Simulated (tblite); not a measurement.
C8H15NO.
Structure used (GFN2-xTB), in Å, numbered top down from 1:
```xyz
25
C8H15NO angstrom
C      2.7464   -1.4102   -0.5792
O      1.7809   -0.4358   -0.8974
C      1.2286    0.1796    0.2239
C      0.0317   -0.4250    0.9288
C     -0.5634   -1.7353    0.4712
N     -1.9466   -1.8169    0.9229
C     -0.1203    0.8082    0.0833
C     -0.8891    0.9697   -1.2193
C     -1.2926    2.3864   -0.7727
C     -0.5255    2.1976    0.5486
H      3.5628   -0.9778    0.0121
H      3.1393   -1.7743   -1.5267
H      2.3095   -2.2433   -0.0188
H      1.9676    0.6820    0.8510
H     -0.0202   -0.2832    2.0020
H     -0.0260   -2.5705    0.9345
H     -0.4481   -1.8183   -0.6217
H     -2.4794   -1.0401    0.5459
H     -2.3745   -2.6769    0.5973
H     -0.2561    0.9285   -2.1033
H     -1.7236    0.2830   -1.3525
H     -2.3640    2.5303   -0.6500
H     -0.9007    3.1805   -1.4036
H     -1.1522    2.1996    1.4397
H      0.3045    2.8863    0.7007
```

Calculated harmonic vibrations of the isolated species, GFN2-xTB (tblite), most abundant isotopes, no scaling. Errors from tens to a few hundred cm⁻¹ against measured bands are possible. One conformer, not necessarily the lowest.

Harmonic wavenumbers (cm⁻¹): 52.3, 100.1, 102.0, 115.3, 144.3, 160.9, 179.8, 234.2, 268.3, 299.3, 356.4, 439.3, 472.5, 593.0, 627.9, 778.0, 820.0, 843.1, 849.4, 896.8, 911.4, 985.9, 1005.8, 1020.8, 1035.3, 1038.7, 1056.9, 1060.8, 1091.4, 1113.4, 1132.0, 1134.3, 1156.8, 1159.7, 1178.2, 1187.2, 1187.8, 1210.6, 1233.3, 1241.4, 1254.5, 1264.3, 1297.9, 1305.7, 1367.1, 1403.4, 1466.0, 1467.9, 1468.4, 1482.3, 1485.7, 1492.4, 1494.3, 1558.5, 2843.8, 2905.4, 2924.5, 2930.8, 2937.4, 2985.1, 2991.1, 3001.8, 3013.1, 3017.7, 3024.4, 3025.1, 3040.9, 3386.5, 3419.9.

A = 1537, B = 1130, C = 781.9 MHz; mass 141.115 u (most abundant isotopes); point group C1, symmetry number 1.

Zero-point energy?

½Σν̃ = 47865 cm⁻¹ = 572.60 kJ/mol.

Give the ideal-gas entropy at 298.15 K and 1 bar in the rigid-rotor, harmonic-oscillator model (classical rotation).

Translation 170.58, rotation 124.89, vibration 139.25: S = 434.7 J/(mol K).

And Cp and H(298.15 K) − H(0)?

Cp = 179.90 J/(mol K), of which vibrations give 146.64 (their classical limit is 69 R = 573.7); H(298.15 K) − H(0) = 32.00 kJ/mol without the zero-point energy, 22.08 from vibrations.

How do the functions run with temperature in this model?

```csv
T (K),S (J/(mol K)),Cp (J/(mol K)),H − H(0) (kJ/mol),G − H(0) (kJ/mol),ln q(vib)
150,339.3,110.3,10.84,-40.06,3.33
250,405.4,154.2,23.96,-77.39,6.40
400,495.6,237.0,53.24,-145.00,10.89
600,610.5,330.5,110.53,-255.75,16.93
900,763.1,420.8,224.39,-462.41,25.84
```

q(vib) and H(0) count from the zero-point level.

What must be added to the electronic energy to get the Gibbs energy at 298.15 K and 1 bar?

ZPE + [H(298.15 K) − H(0)] − T·S = 572.60 + 32.00 − 129.61 = 474.99 kJ/mol.

Blend soft modes into free rotors: weight 1/[1 + (100 cm⁻¹/ν̃)⁴] for the oscillator and the rest for a rotor with moment μB/(μ + B), μ = h/(8π²ν), B = 10⁻⁴⁴ kg m². What vibrational entropy results?

131.12 J/(mol K) in place of 139.25, which changes −T·S at 298.15 K by +2.42 kJ/mol.

Which modes carry the vibrational entropy at 298.15 K?

52.3 cm⁻¹: 19.78; 100.1 cm⁻¹: 14.44; 102.0 cm⁻¹: 14.29; 115.3 cm⁻¹: 13.30; 144.3 cm⁻¹: 11.49; 160.9 cm⁻¹: 10.62 J/(mol K); the other 63 give 55.32 together.

Hindered rotation and anharmonicity are outside this model. Other conformers, if any are populated, would add a mixing term that is left out. The structure is chiral; the term R ln 2 for an equal mix with its mirror image is left out.
